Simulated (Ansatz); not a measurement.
Geometry optimisation, Ansatz 0.2.0, UKS PBE0/def2-SVPD.

input.yaml

```yaml
crystal:
  periodic: [false, false, false]
  atoms:
    - { symbol: B, position_ang: [0.0, -2.0e-06, -0.076492] }
    - { symbol: H, position_ang: [0.0, -1.0e-06, 1.119577] }
    - { symbol: F, position_ang: [1.129235, 1.0e-06, -0.748015] }
    - { symbol: F, position_ang: [-1.129235, 1.0e-06, -0.748015] }
    - { symbol: F, position_ang: [0.0, 1.0e-06, 3.232944] }
magnetization:
  spin_polarized: true
  initial_magnetization: 1
basis:
  gaussian: { orbitals: def2-SVPD }
hamiltonian:
  xc: pbe0
relax:
  f_tol: 0.03
  max_steps: 50
```

Command:

```bash
$ ansatz run input.yaml --threads 4 --pin off --max-ram 5120MiB --backend cpu --events-out ev --progress --plain --runs-dir out
```

Question: Where does it end, and by what steps?

Answer: It converged. After 14 steps the energy has fallen by 1.233 eV; H2 moved furthest, 0.82 Å. Parted: B1–H2 (1.20 → 2.20 Å). Joined: H2–F5 (2.11 → 0.93 Å).

```json
{"step": "0", "energy less start (eV)": "0.0000", "largest force component (eV/Å)": "0.382", "accepted": "yes"}
{"step": "1", "energy less start (eV)": "-0.0165", "largest force component (eV/Å)": "0.328", "accepted": "yes"}
{"step": "2", "energy less start (eV)": "-0.0406", "largest force component (eV/Å)": "0.387", "accepted": "yes"}
{"step": "3", "energy less start (eV)": "-0.1428", "largest force component (eV/Å)": "0.558", "accepted": "yes"}
{"step": "4", "energy less start (eV)": "-0.3248", "largest force component (eV/Å)": "1.125", "accepted": "yes"}
{"step": "5", "energy less start (eV)": "-0.6344", "largest force component (eV/Å)": "2.044", "accepted": "yes"}
{"step": "6", "energy less start (eV)": "-0.7292", "largest force component (eV/Å)": "1.982", "accepted": "yes"}
{"step": "7", "energy less start (eV)": "-0.9910", "largest force component (eV/Å)": "3.186", "accepted": "yes"}
{"step": "8", "energy less start (eV)": "-1.1075", "largest force component (eV/Å)": "1.139", "accepted": "yes"}
{"step": "9", "energy less start (eV)": "-1.1836", "largest force component (eV/Å)": "0.717", "accepted": "yes"}
{"step": "10", "energy less start (eV)": "-1.2111", "largest force component (eV/Å)": "0.330", "accepted": "yes"}
{"step": "11", "energy less start (eV)": "-1.1597", "largest force component (eV/Å)": "2.040", "accepted": "no"}
{"step": "12", "energy less start (eV)": "-1.2223", "largest force component (eV/Å)": "0.233", "accepted": "yes"}
{"step": "13", "energy less start (eV)": "-1.2323", "largest force component (eV/Å)": "0.044", "accepted": "yes"}
{"step": "14", "energy less start (eV)": "-1.2329", "largest force component (eV/Å)": "0.006", "accepted": "yes"}
```

```xyz
5
Properties=species:S:1:pos:R:3
B 0.000 0.000 -0.262
H 0.000 0.011 1.940
F 1.145 -0.007 -0.885
F -1.145 -0.007 -0.885
F 0.000 0.003 2.873
```

Whether the end is a true minimum wasn't checked by a vibrational analysis.

Run time: 22 s on 4 threads of Arm Neoverse V1, on a shared host, peak memory 0.27 GiB.
